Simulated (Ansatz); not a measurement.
Species, as SMILES: [Ge][Cl] (Cl-Ge), doublet.
Atoms: Ge1, Cl2. Bonds: Ge1-Cl2.

Basis-set convergence of the optimised Ge1-Cl2 bond length at PBE with Ansatz (a quantum-chemistry and plane-wave program). All functions are spherical. Open shells are unrestricted. No added dispersion term, no relativity. Reference: the value in pcseg-4, 2.1929 Å, itself unsure by roughly 0.0004 Å (its mean distance from aug-pcseg-3, aug-cc-pV(Q+d)Z, cc-pV(5+d)Z). Deviations are taken from unrounded values.

```csv
basis,functions,optimised Ge1-Cl2 bond length (Å),minus reference (Å)
def2-SVP,50,2.2049,0.0120
def2-SVPD,65,2.2227,0.0298
def2-TZVP,85,2.1933,0.0005
def2-TZVPP,90,2.1933,0.0005
def2-TZVPD,100,2.1945,0.0017
def2-TZVPPD,105,2.1945,0.0017
def2-QZVP,145,2.1927,-0.0001
def2-QZVPP,159,2.1922,-0.0007
def2-QZVPPD,174,2.1925,-0.0004
```

The smallest set listed that lies within 0.005 Å of the reference with all its larger relatives (same family, alike in diffuse functions; a set with none counts only in the reference's own line) is def2-TZVP (85 functions, 0.0005 Å off).
